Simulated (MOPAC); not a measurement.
A run for MOPAC: PM7 on CH5BSe (SMILES CB[SeH]), a point of a bond scan (R = 1.605 Å).

```
PM7 1SCF PRECISE CHARGE=0 THREADS=1
CH5BSe

B     -0.15281115 1    -0.55344157 1     1.06257556 1
H     -1.47466028 1    -0.60191865 1     1.97101743 1
C      1.16908035 1    -1.26447540 1     1.48164381 1
H      0.97857175 1    -2.33313654 1     1.63198235 1
H      1.49361377 1    -0.88848570 1     2.45849675 1
H      2.00004339 1    -1.16077437 1     0.78257232 1
Se    -0.23400099 1     0.42531987 1    -0.59759198 1
H     -1.63466303 1     0.86493165 1    -0.49316030 1
```

It printed:

```
*******************************************************************************
 **                                                                           **
 **                              MOPAC v23.2.5                                **
 **                                                                           **
 *******************************************************************************
 ** MOPAC's Digital Object Identifier: https://doi.org/10.5281/zenodo.6511958 **
 **                                                                           **
 ** Please cite the open-source release paper for use of this MOPAC version:  **
 ** J. E. Moussa and J. J. P. Stewart (2026)                                  **
 ** MOPAC: An open-source semiempirical molecular orbital program             **
 ** J. Open Source Softw., 11(119), 8025, https://doi.org/10.21105/joss.08025 **
 *******************************************************************************

                              PM7 CALCULATION RESULTS

 *******************************************************************************
 *  PM7        - The PM7 Hamiltonian to be used
 *
 *
 *
 *                 CHARGE ON SYSTEM = 0
 *
 *
 *
 *  PRECISE    - TIGHTER CRITERIA TO BE USED
 *  1SCF       - DO 1 SCF AND THEN STOP
 *  THREADS=1  - MULTI-THREADING NOT USED
 *  T=         - A TIME OF 172800.0 SECONDS REQUESTED
 *  DUMP=N     - RESTART FILE WRITTEN EVERY 7200.0 SECONDS REQUESTED
 *******************************************************************************
PM7 1SCF PRECISE CHARGE=0 THREADS=1
 CH5BSe

   ATOM   CHEMICAL          X               Y               Z
  NUMBER   SYMBOL      (ANGSTROMS)     (ANGSTROMS)     (ANGSTROMS)

     1       B         -0.15281115  *  -0.55344157  *   1.06257556  *
     2       H         -1.47466028  *  -0.60191865  *   1.97101743  *
     3       C          1.16908035  *  -1.26447540  *   1.48164381  *
     4       H          0.97857175  *  -2.33313654  *   1.63198235  *
     5       H          1.49361377  *  -0.88848570  *   2.45849675  *
     6       H          2.00004339  *  -1.16077437  *   0.78257232  *
     7      Se         -0.23400099  *   0.42531987  *  -0.59759198  *
     8       H         -1.63466303  *   0.86493165  *  -0.49316030  *



          CARTESIAN COORDINATES

    NO.       ATOM           X           Y           Z

     1         B         -0.1528     -0.5534      1.0626
     2         H         -1.4747     -0.6019      1.9710
     3         C          1.1691     -1.2645      1.4816
     4         H          0.9786     -2.3331      1.6320
     5         H          1.4936     -0.8885      2.4585
     6         H          2.0000     -1.1608      0.7826
     7        Se         -0.2340      0.4253     -0.5976
     8         H         -1.6347      0.8649     -0.4932

 General Reference for PM7:
 "Optimization of Parameters for Semiempirical Methods VI: More Modifications to the
 NDDO Approximations and Re-optimization of Parameters", J. J. P. Stewart, J. Mol. Mod., 1:32, 19 (2013)
 https://link.springer.com/article/10.1007/s00894-012-1667-x

           Empirical Formula: C H5 B Se  =     8 atoms



      MOLECULAR POINT GROUP   :   Cs


      RHF CALCULATION, NO. OF DOUBLY OCCUPIED LEVELS = 9


 -------------------------------------------------------------------------------
 PM7 1SCF PRECISE CHARGE=0 THREADS=1
 CH5BSe



     1SCF WAS SPECIFIED, SO BFGS WAS NOT USED
     SCF FIELD WAS ACHIEVED


                              PM7 CALCULATION
                                                       MOPAC v23.2.5 Linux




          FINAL HEAT OF FORMATION =         30.70998 KCAL/MOL =     128.49055 KJ/MOL


          COSMO AREA              =        108.76 SQUARE ANGSTROMS
          COSMO VOLUME            =         93.17 CUBIC ANGSTROMS

          IONIZATION POTENTIAL    =          8.560362 EV
          HOMO LUMO ENERGIES (EV) =         -8.560 -0.979
          NO. OF FILLED LEVELS    =          9
          MOLECULAR WEIGHT        =        106.8205         POINT GROUP:  Cs

          MOLECULAR DIMENSIONS (Angstroms)

            Atom       Atom       Distance
            H     8    H     5     4.64466
            H     6    H     2     3.25156
            H     5    H     4     1.70178


          SCF CALCULATIONS        =          1





   ATOM   CHEMICAL          X               Y               Z
  NUMBER   SYMBOL      (ANGSTROMS)     (ANGSTROMS)     (ANGSTROMS)

     1       B         -0.15281115  *  -0.55344157  *   1.06257556  *
     2       H         -1.47466028  *  -0.60191865  *   1.97101743  *
     3       C          1.16908035  *  -1.26447540  *   1.48164381  *
     4       H          0.97857175  *  -2.33313654  *   1.63198235  *
     5       H          1.49361377  *  -0.88848570  *   2.45849675  *
     6       H          2.00004339  *  -1.16077437  *   0.78257232  *
     7      Se         -0.23400099  *   0.42531987  *  -0.59759198  *
     8       H         -1.63466303  *   0.86493165  *  -0.49316030  *

                             CARTESIAN COORDINATES

   1    B       -0.152811150    -0.553441570     1.062575560
   2    H       -1.474660280    -0.601918650     1.971017430
   3    C        1.169080350    -1.264475400     1.481643810
   4    H        0.978571750    -2.333136540     1.631982350
   5    H        1.493613770    -0.888485700     2.458496750
   6    H        2.000043390    -1.160774370     0.782572320
   7   Se       -0.234000990     0.425319870    -0.597591980
   8    H       -1.634663030     0.864931650    -0.493160300


           Empirical Formula: C H5 B Se  =     8 atoms



      MOLECULAR POINT GROUP   :   Cs


                  EIGENVALUES
 -24.50736 -23.54787 -14.30396 -13.75256 -13.22905 -11.93584 -11.11116  -9.57948
  -8.56036  -0.97865  -0.03970   1.36440   1.86471   4.76493   5.71126   5.91297
   7.15908


              NET ATOMIC CHARGES AND DIPOLE CONTRIBUTIONS

  ATOM NO.   TYPE          CHARGE      No. of ELECS.   s-Pop       p-Pop
    1          B          -0.035963        3.0360     0.71455     2.32142
    2          H           0.093248        0.9068     0.90675
    3          C          -0.595106        4.5951     1.05225     3.54286
    4          H           0.169352        0.8306     0.83065
    5          H           0.169352        0.8306     0.83065
    6          H           0.159255        0.8407     0.84075
    7         Se           0.001171        5.9988     1.93691     4.06192
    8          H           0.038690        0.9613     0.96131
 DIPOLE           X         Y         Z       TOTAL
 POINT-CHG.    -0.740     0.095     0.295     0.802
 HYBRID        -0.383    -0.195     0.580     0.722
 SUM           -1.123    -0.100     0.875     1.427


          ATOMIC ORBITAL ELECTRON POPULATIONS

     Atom    s        px        py        pz
    1  B   0.71455   0.99171   0.47204   0.85766
    2  H   0.90675
    3  C   1.05225   1.17624   1.17902   1.18760
    4  H   0.83065
    5  H   0.83065
    6  H   0.84075
    7 Se   1.93691   1.14086   1.59689   1.32418
    8  H   0.96131

 **********************
 *                    *
 * JOB ENDED NORMALLY *
 *                    *
 **********************




 == MOPAC DONE ==
```

The run finished.

Cost: about 0.020 core-seconds (a rough figure).
